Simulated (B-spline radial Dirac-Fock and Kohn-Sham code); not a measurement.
## Pm⁵⁵⁺: eigenvalues, ΔSCF and the reference

System: promethium as Pm⁵⁵⁺, configuration [He] 2s2 2p2.

The density-functional columns are spherical, spin-unpolarised Dirac-Kohn-Sham results without Breit or QED terms: −ε is minus the orbital energy of the initial state and ΔSCF the difference of two total energies. The reference in the last column comes from ΔSCF Dirac-Fock with Breit, self-energy and vacuum polarisation, finite nucleus, configuration average. All numbers are from a radial B-spline solver, in eV; a selection of levels is shown. The Kohn-Sham columns are given as differences from the reference. For the 1s level of heavy atoms much of the gap between ΔSCF and the reference is the Breit and QED part, -166.0 eV here; for other levels the error of the functional can be larger.

| level | LDA −ε − DF | LDA ΔSCF − DF | Dirac-Fock |
| --- | --- | --- | --- |
| 1s | -315.6 | +176.8 | 50625.7 |
| 2s | -100.8 | +20.5 | 12029.4 |
| 2p | -134.8 | +5.5 | 11434.4 |

Values without a named source are computed, but for edge energies of neutral atoms, which are taken from tables.
